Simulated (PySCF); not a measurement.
A geometry optimisation on `[C@H](OB)([GeH2][CH2]C)OC`.

Computed with PBE0-D3(BJ)/def2-SVP geometry optimisation, gas phase (PySCF 2.14.0). Start geometry: GFN2-xTB. A driver script takes a list of jobs; this job's settings line and coordinates (Å) are shown.

Input:
```
{"job": {"xc": "PBE0", "basis": "def2-SVP", "d3": "d3bj", "grid": 1, "maxiter": 30, "shake": 0.01, "kind": "geom"}, "charge": 0, "multiplicity": 1}
B     -2.098190     1.941140    -0.658510
O     -1.100160     1.197470    -0.320120
C     -0.910080    -0.112680    -0.811700
O     -1.206280    -1.058590     0.149080
C     -2.626070    -1.172630     0.403200
Ge     1.088890    -0.306290    -0.936030
C      1.845200    -0.067830     0.882810
C      3.374210    -0.061920     0.926250
H     -2.929130     1.618600    -1.429580
H     -2.167590     3.016110    -0.138740
H     -1.487690    -0.257890    -1.714280
H     -3.165770    -1.405230    -0.497790
H     -3.049530    -0.226600     0.825280
H     -2.755320    -1.970750     1.140900
H      1.615650     0.707110    -1.903850
H      1.432160    -1.644300    -1.513120
H      1.442520    -0.850990     1.513240
H      1.441290     0.882020     1.282430
H      3.751700    -1.015170     0.553000
H      3.738260     0.745630     0.326910
H      3.694750     0.065080     1.943640
```

Output:
```
step   0  E = -2411.39362322  max force = 0.038621
step   1  E = -2411.40473802  max force = 0.008877
step   2  E = -2411.40575760  max force = 0.007291
step   3  E = -2411.40608727  max force = 0.002215
step   4  E = -2411.40624076  max force = 0.001996
step   5  E = -2411.40631326  max force = 0.001903
step   6  E = -2411.40637062  max force = 0.001070
step   7  E = -2411.40641360  max force = 0.000843
step   8  E = -2411.40645072  max force = 0.001242
step   9  E = -2411.40647334  max force = 0.000826
step  10  E = -2411.40647821  max force = 0.000229
optimisation converged
```

Energies in Eh; «max force» is the largest Cartesian gradient component in Eh/bohr.

Question: How much energy does the optimisation release, in kcal/mol?

Answer: E(step 0) − E(last step) = 0.012855 Eh, which is 8.1 kcal/mol.

Question: Give the first gradient maximum in eV/Å.

Answer: With 1 Eh/bohr = 51.422 eV/Å, 1.986 eV/Å.

Main results: final energy -2411.40648 Eh after 10 steps; dipole 1.12 D.

Question: Where do the atoms end?

Answer: 0.189 Å rms from the input after alignment:
```
atom  x, y, z in Å
B1    -1.9745    2.1140   -0.7586
O2    -1.2086    1.2193   -0.1147
C3    -0.9565   -0.0903   -0.6148
O4    -1.3087   -1.0366    0.3224
C5    -2.6876   -1.1549    0.5617
Ge6    0.9966   -0.2931   -0.9027
C7     1.8765   -0.1050    0.8306
C8     3.3944   -0.2150    0.7829
H9    -2.5124    1.8103   -1.8050
H10   -2.0969    3.2022   -0.2486
H11   -1.5450   -0.2153   -1.5489
H12   -3.2451   -1.3191   -0.3797
H13   -3.0955   -0.2596    1.0617
H14   -2.8343   -2.0229    1.2179
H15    1.4500    0.8021   -1.8929
H16    1.2585   -1.6778   -1.5305
H17    1.4374   -0.8740    1.4861
H18    1.5574    0.8666    1.2412
H19    3.7208   -1.1917    0.3915
H20    3.8405    0.5594    0.1387
H21    3.8391   -0.1006    1.7845
```

Question: How long does this job take on Arm Neoverse N1, one thread, shared host with 64 logical CPUs at a one-minute load of 59? And the peak memory of the process?

Answer: About 7.0 min, with 0.78 GiB resident at the peak, the Python interpreter and its libraries included.
Labels such as C1 count atoms from 1, the log's own numbers from 0.
